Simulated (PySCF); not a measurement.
Dipole response of Zr⁺ (zirconium, charge +1)

[Kr] 4d1 5s2, 2D determinant (an excited configuration). Computed with PySCF 2.14 in aug-cc-pVTZ-PP with one added diffuse shell each of s, p, d, f, g type with ECP28MDF (7s7p6d4f3g, 113 functions), with scalar relativity through the core potential. Coupled (time-dependent) response in atomic units; α is the mean over directions.

```tsv
method	mean α (bohr³)	α xx, yy, zz	C₆ (like pair)	S(−4)
UHF	74.37	78.08, 78.08, 66.94	767.1	2705
PBE	65.54	65.41, 65.41, 65.80	669.7	1870
PBE0	68.34	68.27, 68.27, 68.48	707.3	2054
```

S(−4) is the Cauchy moment in α(ω) = α(0) + S(−4) ω² + …

Spin-orbit coupling is absent.

α(iu) at PBE:

```
u (hartree)  α(iu) (bohr³)
          0          65.54
     0.0500          61.22
      0.100          51.42
      0.200          32.53
      0.300          21.32
      0.500          11.48
      0.750          6.933
       1.00          4.832
       1.50          2.823
       2.00          1.856
       3.00         0.9639
       5.00         0.3862
```

A single London oscillator, α(iu) = α/(1 + u²/ω²), gives C₆ = (3/4) ω α². Matching the computed C₆ needs ω = 4 × 669.7 / (3 × 65.54²) = 0.208 hartree.

For an ion, C₆ is the dispersion term alone; charge-induced terms of lower order in 1/R come first.

The components differ because the open shell of this determinant is not spherical; for a pure term their mean is the scalar polarisability.

⟨L²⟩ = 7.28 against 6 for a pure D term, so this real determinant mixes terms. Energies and moments cover only the electrons outside the core potential.
